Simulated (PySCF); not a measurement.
**Property card for PhOCF2H (`FC(F)Oc1ccccc1`)**

Compound: PhOCF2H, C7H6F2O.
Z-matrix (Å and degrees, PBE0-D3(BJ)/def2-SVP geometry), rows numbered from 1:
```
F 
C   1  1.3288
F   2  1.3489  1  107.62
O   2  1.3591  1  107.15  3  -119.22
C   4  1.3697  2  118.99  1  -162.06
C   5  1.3956  4  116.03  2   156.09
C   6  1.3901  5  119.59  4   179.56
C   7  1.3961  6  120.44  5     0.48
C   8  1.3919  7  119.47  6    -0.71
C   9  1.3956  8  120.81  7    -0.01
H   2  1.1059  1  110.27  3   117.99
H   6  1.0913  5  118.59  4    -0.50
H   7  1.0924  6  119.42  5  -179.85
H   8  1.0918  7  120.28  6   179.74
H   9  1.0925  8  120.13  7  -179.18
H  10  1.0906  5  120.74  4    -2.16
```

Among its groups: benzene ring, ether and C–F bond.

**PBE0-D3(BJ)/def2-SVP geometry optimisation, gas phase (PySCF)**

| Item | Value |
| --- | --- |
| Point group | C1 |
| Rotational constants A, B, C | 3.593, 0.770, 0.656 GHz |

From CAM-B3LYP/def2-SVPD ground state, ΔSCF and vertical TDDFT (core frozen in the response) (PySCF):

| Quantity | Value |
| --- | --- |
| Dipole moment | 2.71 D |
| HOMO energy | -8.42 eV |
| LUMO energy | 0.38 eV |
| HOMO–LUMO gap | 8.80 eV |
| Lowest singlet excitation | 5.34 eV (232 nm, f = 0.013) |
| Strongest line among the 10 lowest singlet transitions | S4 at 7.05 eV (176 nm, f = 0.496) |
| Lowest triplet excitation (Tamm–Dancoff) | 4.06 eV |
| Static isotropic polarisability | 86.0 au |
| Vertical ionisation energy | 9.13 eV |
| Electronic spatial extent ⟨r²⟩ about the centre of nuclear charge | 1600 bohr² |

**PBE0/pcSseg-1 ground state and GIAO shieldings, non-relativistic (PySCF)**

| Quantity | Value |
| --- | --- |
| Lowest Hirshfeld atomic charge | -0.12 e on O4 |
| Highest Hirshfeld atomic charge | +0.21 e on C2 |
| 13C chemical shifts (computed TMS as zero) by class | 158.2 (C5), 135.6 (C7/C9), 128.9 (C8), 121.1 (C6/C10), 120.0 (C2) ppm |
| 1H chemical shifts (computed TMS as zero) by class | 7.50 (H13/H15), 7.26 (H14), 7.18 (H12/H16), 6.04 (H11) ppm |
| Isotropic shieldings of nuclei other than C and H, by class | 157 (O4), 271 (F1/F3) ppm |
| Mayer bond orders between heavy atoms | F1–C2 1.04, C2–F3 0.96, C2–O4 1.01, O4–C5 0.93, C5–C6 1.41, C6–C7 1.45, C7–C8 1.42, C8–C9 1.45, C9–C10 1.43, C10–C5 1.39 |

From B3LYP/pcJ-1 indirect spin-spin coupling, non-relativistic, gas phase; spin–dipole term left out for some pairs (PySCF):

| Property | Result |
| --- | --- |
| Largest of the computed one-bond spin–spin couplings (means over like bonds) | 19F–13C -319.5 (F1–C2 and 1 like it), 13C–1H +219.8 (C2–H11), 13C–1H +170.1 (C6–H12 and 1 like it), 13C–1H +169.7 (C8–H14), 13C–1H +168.0 (C7–H13 and 1 like it) Hz |

Monoisotopic mass from the formula: 144.0387 u.

The ΔSCF ionisation energy exceeds −ε(HOMO) by 0.71 eV with CAM-B3LYP. The principal polarisabilities are 55.3, 91.2 and 111.4 au; their mean is the isotropic value. The largest Löwdin shares of the HOMO are 0.22 on C8, 0.18 on C5, 0.15 on O4 and 0.12 on C6. The polarisability is 12.74 Å³ as a volume (1 au = 0.148185 Å³), or 1.16 au for each of the 74 electrons. The dipole matches unit charges of opposite sign 0.56 Å apart (1 e·Å = 4.8032 D). The 10 singlets span 5.34 to 7.99 eV, and their oscillator strengths add up to 1.33.

 NMR classes are plain means over equivalent atoms (diastereotopic ones count apart unless rotation or inversion swaps them), as if these changed places fast; in this geometry the members of some classes differ.

One conformer stands for the species.
